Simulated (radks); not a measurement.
Charge is removed step by step from the 3s down level of neutral silicon, starting from [Ne] 3s(up 1, down 1) 3p2. All-electron calculation, scalar-relativistic Kohn-Sham, PBE, spin-polarised, spherical densities, finite nucleus; open shells are filled with parallel spins first; Fermi nuclear charge, rms radius 3.1224 fm. Program: a radial shooting solver on a logarithmic mesh with Libxc functionals.

\begin{tabular}{lrr}
removed (e) & E - E(0) (eV) & eigenvalue (eV) \\ \hline
0 & 0.000 & -9.694 \\
0.1 & 1.005 & -10.405 \\
0.2 & 2.081 & -11.131 \\
0.3 & 3.231 & -11.869 \\
0.4 & 4.456 & -12.621 \\
0.5 & 5.756 & -13.387 \\
0.6 & 7.134 & -14.172 \\
0.7 & 8.591 & -14.981 \\
0.8 & 10.131 & -15.822 \\
0.9 & 11.756 & -16.670 \\
\end{tabular}

The mean slope of the eigenvalue, de/dn, is 7.75 eV per electron.
